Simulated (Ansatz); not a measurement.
Reaction (formal exchange of groups at a B–Si bond): `BC(C)B[SiH3]` + HBr → `BC(B)C` + `[SiH3]Br`

Program: Ansatz. Geometries: PBE0-D4/def2-TZVP. ΔE: electronic, gas phase. CCSD(T)/CBS is the MP2 limit (def2-TZVPP, def2-QZVPP) plus CCSD(T) − MP2 in def2-TZVPP, frozen cores. For Br outer-core shells are correlated without core-valence functions, which leaves a few kJ/mol of doubt a bond. Scalar relativity is left out up to krypton. Each species was taken in one conformer, which may not be the lowest.

`BC(C)B[SiH3]`:

Cartesian coordinates in Å:
```
B 0.586 0.584 -1.399
C -0.054 -0.522 -0.511
C 0.213 -1.970 -0.893
B 0.158 -0.051 0.938
Si -0.652 1.627 1.706
H 1.237 0.280 -2.357
H 0.388 1.743 -1.173
H -1.079 -0.176 -0.798
H -0.474 -2.655 -0.389
H 1.225 -2.255 -0.599
H 0.122 -2.134 -1.969
H 0.896 -0.691 1.639
H -1.649 2.274 0.806
H -1.334 1.320 2.998
H 0.416 2.626 2.001
```

HBr:

Z-matrix (Å, degrees):
```
Br
H 1 1.420
```

`BC(B)C`:

Z-matrix (Å, degrees):
```
C
B 1 1.549
C 1 1.523 2 117.9
B 1 1.549 2 106.4 3 135.1
H 1 1.113 2 98.9 3 -122.8
H 2 1.197 1 120.3 3 168.9
H 2 1.199 1 120.5 3 -11.2
H 3 1.093 1 112.0 2 -175.6
H 3 1.092 1 110.2 2 65.0
H 3 1.093 1 112.0 2 -54.4
H 4 1.199 1 120.5 2 -123.9
H 4 1.197 1 120.4 2 56.0
```

`[SiH3]Br`:

Z-matrix (Å, degrees):
```
Si
Br 1 2.219
H 1 1.480 2 108.4
H 1 1.481 2 108.4 3 -120.0
H 1 1.481 2 108.4 3 120.0
```

```json
{"species": "`BC(C)B[SiH3]`", "CCSD(T)/CBS(def2) energy (Eh)": "-420.74285"}
{"species": "HBr", "CCSD(T)/CBS(def2) energy (Eh)": "-2573.91920"}
{"species": "`BC(B)C`", "CCSD(T)/CBS(def2) energy (Eh)": "-130.46858"}
{"species": "`[SiH3]Br`", "CCSD(T)/CBS(def2) energy (Eh)": "-2864.23411"}
```

(1) Work out ΔE.

Largest T1 diagnostic among the species: 0.013.

## Answers

(1) ΔE = (-130.46858) + (-2864.23411) − (-420.74285) − (-2573.91920) = -0.04064 Eh = -25.5 kcal/mol.

In def2-TZVPP, CCSD(T) changes the Hartree–Fock value by +7.1 kcal/mol (the triples alone add +0.8 kcal/mol) and MP2 by +4.5 kcal/mol. The D4 term adds +1.5 kcal/mol with B3LYP and +0.9 kcal/mol with PBE0; it sums over pairs of atoms, weighted by their polarisabilities, and B3LYP, whose exchange is more repulsive, gets the larger term.

B3LYP here is the variant with VWN-RPA as its local correlation; programs differ in this.
